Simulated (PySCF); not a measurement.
Ligand exchange on a metal centre used in film growth or etching (Cd Cl-Br). Isolated molecules, 0 K electronic values unless said otherwise.

The numbers are results of PBE-D3(BJ)/def2-TZVP // PBE-D3(BJ)/def2-SVP run with PySCF, not measurements. All candidates: neutral, multiplicity 1. 

* **LUMO**: -3.23 eV
* **dipole moment**: 0.38 D
* **HOMO**: -7.28 eV

### Question
Identify which member has these values.
(A) [Cd(Cl)2]
(B) [Cd(Br)2]
(C) [Cd(Cl)(Br)]

### Answer
C, [Cd(Cl)(Br)]. The others give [Cd(Br)2]: -3.25 eV, 0.00 D, -7.14 eV; [Cd(Cl)2]: -3.22 eV, 0.00 D, -7.52 eV
